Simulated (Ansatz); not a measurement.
`C1[NH][AlH][S]1` from Hartree–Fock to CCSD(T)

```xyz
8

C    -0.971   -0.153    0.182
N     0.179   -0.527   -0.622
Al    1.359    0.561    0.114
S    -0.337    1.150    1.338
H    -1.365   -0.975    0.788
H    -1.786    0.287   -0.402
H     0.036   -1.234   -1.321
H     2.885    0.892   -0.077
```

Total charge 0; spin multiplicity 1. The geometry is a stationary point of PBE0-D4/def2-TZVP. Frozen core, restricted reference, Ansatz 0.2.0. CBS rows extrapolate triple and quadruple zeta; past MP2 they add the triple-zeta difference.

```csv
basis,HF (Eh),MP2 corr.,CCSD corr.,(T),CCSD(T) total
def2-SVP,-733.86157,?,?,-0.01721,?
def2-TZVPP,?,?,-0.65929,-0.03012,?
def2-QZVPP,-734.21915,-0.67254,–,–,–
CBS(def2),-734.22229,-0.70762,-0.74175,as TZ,-734.99416
```

Q: Fill in the withheld values. (An estimate is asked.)

A: Computed: def2-SVP MP2 corr.: -0.49276; def2-SVP CCSD corr.: -0.53178; def2-SVP CCSD(T) total: -734.41056; def2-TZVPP HF (Eh): -734.19632; def2-TZVPP MP2 corr.: -0.62517; def2-TZVPP CCSD(T) total: -734.88573.
